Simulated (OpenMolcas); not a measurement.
Pd2+: ligand-field states by method

Pd2+ with its 8 nearest fluoride ions at 2.51 Å, on the Sr site of SrF2 (a = 5.796 Å, distance in the model lattice 2.510 Å). The rest of the host is ab initio model potentials to 7.6 Å and point charges beyond; the distance is set by hand and nothing relaxes. Ligand basis ANO-RCC-VDZP.

| Item | Value |
| --- | --- |
| Program | OpenMolcas 26.06 |
| Basis | ANO-RCC-VTZP [7s6p4d2f1g] |
| Scalar Hamiltonian | DKH2, point nucleus |
| Active space | 8 electrons in 5 orbitals (4d) |
| State averaging | 2S+1 = 3 even, 10 roots; 2S+1 = 1 even, 15 roots |
| Spin-orbit coupling | state interaction with AMFI integrals over the reference wave functions |

I. CASSCF
II. SS-CASPT2, IPEA 0.25 Eh, imaginary shift 0.1 Eh (closed shells correlated: 4s 4p and the ligand valence shells)
III. SS-CASPT2, IPEA 0 Eh, imaginary shift 0.1 Eh (closed shells correlated: 4s 4p and the ligand valence shells)

Spin-free states (labels of O, the rotations of Oh) in cm-1, each column counted from its own energy of the first state listed:

```json
{"State": "3T1", "Degeneracy": "3", "I": "0", "II": "0", "III": "0"}
{"State": "3T2", "Degeneracy": "3", "I": "3165", "II": "3660", "III": "3220"}
{"State": "3A2", "Degeneracy": "1", "I": "6948", "II": "9380", "III": "9690"}
{"State": "1T2", "Degeneracy": "3", "I": "12956", "II": "8740", "III": "8410"}
{"State": "1E", "Degeneracy": "2", "I": "13736", "II": "9860", "III": "9660"}
{"State": "3T1", "Degeneracy": "3", "I": "16396", "II": "13010", "III": "12410"}
{"State": "1T2", "Degeneracy": "3", "I": "19872", "II": "15590", "III": "15030"}
{"State": "1T1", "Degeneracy": "3", "I": "21536", "II": "18220", "III": "18120"}
{"State": "1A1", "Degeneracy": "1", "I": "21803", "II": "17300", "III": "16430"}
{"State": "1E", "Degeneracy": "2", "I": "22994", "II": "21180", "III": "21190"}
{"State": "1A1", "Degeneracy": "1", "I": "48641", "II": "39710", "III": "39040"}
```

From I to II, I's first state of the same spin (3T2) moves from 3165 to 3660 cm-1, by about +500 cm-1.

From I to II, I's first state of another spin (1T2) moves from 12956 to 8740 cm-1, by about -4200 cm-1.

I: A least-squares ligand-field fit to the states below 45000 cm-1, each weighted by its degeneracy and with a free common offset, gives 10Dq = -3796 cm-1 (negative for this site), B = 921 cm-1 and C = 3661 cm-1 (C/B = 3.97), with an rms deviation of 30 cm-1. The same method and metal basis give the free ion B = 953 cm-1 (fit to its terms below 60000 cm-1, rms deviation 8 cm-1), so the nephelauxetic ratio is β = 921 / 953 = 0.97; it hangs on how both fits weigh the states, and computed free-ion B values tend to be too large, so β mixes covalency with correlation.

χT at 300 K: I 2.10, II 1.97, III 2.06 cm3 K/mol.

Roots that are degenerate in the reference are averaged as groups; the widest CASPT2 spread within a group is 1300 cm-1 (the 3-fold group of multiplicity 1 near 18100 cm-1 above the lowest state of its run, III). Shifts and gaps below about the spread of the groups concerned are not significant. Over all roots computed the reference weight is 0.66 to 0.68 in II, 0.66 to 0.68 in III; a low but even weight reflects the number of correlated electrons. An orbital triplet at a regular site is open to Jahn-Teller coupling, which can distort the site and quench the lowest spin-orbit gaps and is left out. Real 4d8 and 5d8 ions are as a rule square planar and diamagnetic. Ligand-to-metal charge-transfer states are missing. With no ligand orbital active B as a rule stays too high, so bands that hang on it stand too high and its fall with covalency is understated. Without dynamic correlation the repulsion within the d shell is too large (B by tens of per cent), so at a given field states of lower spin stand too high (holds for I). With metal d orbitals alone the field can be off either way by tens of per cent (holds for I). These CASPT2 states fit no ligand-field parameters well, so their order and spin gaps are uncertain (holds for II; III). With one d shell and no ligand orbital active, 10Dq can be off by a tenth or more (holds for II; III). Free-ion shares, where given, are those of the reference states; single-state CASPT2 does not remix them (holds for II; III). The distance lies 6 % over the 2.373 Å that this model takes as the normal distance (a Shannon-type radius plus a fixed donor radius, weighted with the host); by an R⁻⁵ law this alone changes a d-shell field by about -24 %. No measured value stands beside these numbers; the geometry was set by hand and not optimised.
